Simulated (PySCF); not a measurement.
Spin–spin coupling constants

Molfile (atoms numbered from 1):
```
B2FH7N2
     RDKit          3D

 12 12  0  0  0  0  0  0  0  0999 V2000
    1.7365    0.0918   -1.1604 F   0  0  0  0  0  0  0  0  0  0  0  0
    0.9739   -0.0576   -0.0224 B   0  0  0  0  0  0  0  0  0  0  0  0
   -0.2562   -1.0363   -0.2866 N   0  0  0  0  0  0  0  0  0  0  0  0
   -1.2142    0.1710    0.1389 B   0  0  0  0  0  0  0  0  0  0  0  0
    0.0119    1.1960    0.1876 N   0  0  0  0  0  0  0  0  0  0  0  0
    1.5825   -0.3462    0.9954 H   0  0  0  0  0  0  0  0  0  0  0  0
   -0.3273   -1.3133   -1.2640 H   0  0  0  0  0  0  0  0  0  0  0  0
   -0.2890   -1.8714    0.2905 H   0  0  0  0  0  0  0  0  0  0  0  0
   -2.0299    0.4517   -0.7195 H   0  0  0  0  0  0  0  0  0  0  0  0
   -1.6762   -0.0098    1.2494 H   0  0  0  0  0  0  0  0  0  0  0  0
    0.1416    1.7124    1.0525 H   0  0  0  0  0  0  0  0  0  0  0  0
    0.0517    1.8507   -0.5914 H   0  0  0  0  0  0  0  0  0  0  0  0
  1  2  1  0
  2  3  1  0
  3  4  1  0
  4  5  1  0
  5  2  1  0
  2  6  1  0
  3  7  1  0
  3  8  1  0
  4  9  1  0
  4 10  1  0
  5 11  1  0
  5 12  1  0
M  CHG  4   2  -1   3   1   4  -1   5   1
M  END
```

Couplings: B3LYP/pcJ-1 (spin–dipole term only in couplings to heteroatoms) in PySCF, geometry PBE0-D3(BJ)/def2-SVP; gas phase, one conformer, non-relativistic. Couplings are averaged over pairs made equivalent by symmetry, fast rotation or ring inversion, so a value needn't be that of the named pair in this geometry, while other rotamers aren't included; one pair stands for each set, and the list holds a selection of those of at least 1.5 Hz over up to four bonds.

Isotopes: 11B, 1H, 19F, 15N.

```csv
pair,bonds,J (Hz)
"F1, B2",1,-121.7
"B2, N3",1,-8.3
"B2, H6",1,141.7
"N3, B4",1,?
"N3, H7",1,-73.8
"N3, H8",1,?
"B4, H9",1,125.0
"B4, H10",1,121.6
"F1, N3",2,?
"F1, H6",2,?
"B2, B4",2,-4.0
"B2, H7",2,-3.7
"B2, H8",2,-1.9
"N3, N5",2,4.7
"N3, H6",2,?
"B4, H7",2,-3.1
"B4, H8",2,?
"H7, H8",2,-11.1
"H9, H10",2,-6.9
"F1, H7",3,?
"F1, H8",3,5.9
"N3, H11",3,?
"H7, H9",3,8.5
"H7, H10",3,7.9
"H8, H9",3,4.2
"H8, H10",3,7.4
```

Q: Estimate the withheld couplings, with signs.

A: 
- 1J(N3,B4) = -7.6 Hz (bond length 1.599 Å)
- 1J(N3,H8) = -76.9 Hz (bond length 1.016 Å)
- 2J(F1,N3) = -9.0 Hz (angle at B2 111°)
- 2J(F1,H6) = 48.1 Hz (angle at B2 116°)
- 2J(N3,H6) = -4.5 Hz (angle at B2 112°)
- 2J(B4,H8) = -2.0 Hz (angle at N3 117°)
- 3J(F1,H7) = 9.7 Hz (dihedral angle 6°)
- 3J(N3,H11) = -4.5 Hz
